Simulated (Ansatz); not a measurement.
```xyz
2

Sc    0.0000    0.0000    0.0000
O     0.0000    0.0000    1.5346
```

Basis set: cc-pVTZ (spherical functions). Left uncorrelated: 6 orbitals. Correlation on ROHF uses semicanonical orbitals with singles. Charge 0, multiplicity 2.

Computed with Ansatz (development build ahead of 0.2.0); the reference of a correlated method needn't be the lowest determinant of its kind.

**Question.** Give the atomization energy at this shape (free ground-state atoms in the same class of orbitals less the molecule, no zero-point energy) of doublet ScO by UHF-BCCD(T), ROHF-CCSD(T).

**Answer.**

```tsv
method	atomization energy
UHF-BCCD(T)	145.07 kcal/mol
ROHF-CCSD(T)	144.51 kcal/mol
```

Caution: the reference determinant was not shown to be the lowest; the shape is not the minimum. Caution for UHF-BCCD(T): a free atom is spin contaminated.
